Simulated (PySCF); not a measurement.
## Calculated data, CH6AlGeN, B3GeH7

Computed with PySCF 2.14.0. Calculation on a computer-drawn molecule: optimised geometry and harmonic frequencies of an isolated molecule of the commonest isotopes, restricted reference for singlets and unrestricted otherwise, frozen core in MP2; on germanium a core potential holds 10 electrons, which the energies leave out, and 3d is frozen in MP2 and coupled-cluster steps.

Common to all runs: charge 0; multiplicity 1; method HF; basis and core potential on germanium cc-pVDZ-PP ECP10MDF.

(1) CH6AlGeN

Start structure:
```xyz
10
CH6AlGeN
N     -1.0644     2.8036     0.7880
Ge    -0.9043     1.3168     0.1494
C      0.4879    -0.1182    -0.0907
Al     0.1002    -1.5946     1.2240
H     -0.3385     3.2922     1.2183
H     -2.1645     0.7907    -0.4668
H      1.4896     0.3559     0.0355
H      0.4991    -0.4656    -1.1318
H      0.4583    -1.4839     2.7043
H     -0.6504    -2.8376     0.7673
```

It was run with basis cc-pV(D+d)Z.

The calculation gives: rotational constants 9.705, 1.622, 1.52 GHz; total energy -631.0398 hartree; convergence status largest gradient component 4.093e-05 hartree/bohr.

Drawn bonds:
```tsv
atom	other atom	order
1	2	2
2	3	1
3	4	1
1	5	1
2	6	1
3	7	1
3	8	1
4	9	1
4	10	1
```

Optimised structure:
```xyz
10
CH6AlGeN
N     -1.1071     2.7019     0.8636
Ge    -0.9591     1.3100    -0.0748
C      0.3996    -0.0831    -0.0518
Al     0.1460    -1.4997     1.2978
H     -0.3384     2.8411     1.5051
H     -2.0854     1.0266    -1.0626
H      1.3636     0.4064     0.1217
H      0.4052    -0.5313    -1.0521
H      0.9817    -1.4578     2.6352
H     -0.8931    -2.6550     1.0155
```

Modes:
```tsv
frequency (cm⁻¹)	reduced mass (dalton)
36.52	3.44
87.41	1.069
138	3.711
227.2	3.176
390.9	1.438
440.1	1.059
520	2.729
661.9	1.551
696.2	1.518
712.4	2.14
793.1	1.069
807.5	1.162
843.2	1.08
951.5	3.11
1003	1.515
1013	1.316
1046	1.077
1484	1.093
1995	1.046
2002	1.037
2263	1.02
3167	1.057
3236	1.104
3725	1.076
```

(2) B3GeH7

Start structure:
```xyz
11
B3GeH7
B     -0.5995     0.6924     0.4064
B      0.6255     1.7079    -0.0260
B      0.5734     3.3250    -0.0390
Ge     2.2761     0.8142    -0.6710
H     -1.3788     0.3168    -0.3829
H     -0.6109     0.2608     1.4596
H      0.1961     3.9294    -0.9741
H      0.8902     3.9144     0.9496
H      3.4058     0.9183     0.3017
H      2.9291     1.3975    -1.9194
H      2.2806    -0.6870    -0.9939
```

It was run with basis cc-pVDZ.

The calculation gives: rotational constants 6.515, 2.667, 2.003 GHz; total energy -371.4302 hartree; convergence status largest gradient component 1.528e-05 hartree/bohr.

Drawn bonds:
```tsv
atom	other atom	order
1	2	1
2	3	1
2	4	1
1	5	1
1	6	1
3	7	1
3	8	1
4	9	1
4	10	1
4	11	1
```

Optimised structure:
```xyz
11
B3GeH7
B     -0.5835     0.6341     0.4775
B      0.5819     1.6950    -0.0449
B      0.5571     3.3541    -0.1020
Ge     2.3772     0.7995    -0.7120
H     -1.4095     0.2028    -0.2832
H     -0.6125     0.2396     1.6132
H      0.1539     3.9311    -1.0774
H      0.9734     4.0218     0.8075
H      3.3063     0.6718     0.5036
H      3.0915     1.6419    -1.7769
H      2.1518    -0.6020    -1.2943
```

Modes:
```tsv
frequency (cm⁻¹)	reduced mass (dalton)
37.71	1.076
136.3	2.994
138.7	2.936
219.9	1.697
346.3	1.013
395.2	1.013
437.2	5.051
522.5	1.128
537	1.168
561.7	1.138
784.8	3.352
811.2	2.039
904	1.076
952.8	1.353
959.3	1.094
978.7	1.025
1046	1.542
1100	2.399
1259	1.208
1269	1.477
2200	1.023
2202	1.023
2218	1.012
2653	1.055
2662	1.057
2725	1.121
2727	1.121
```
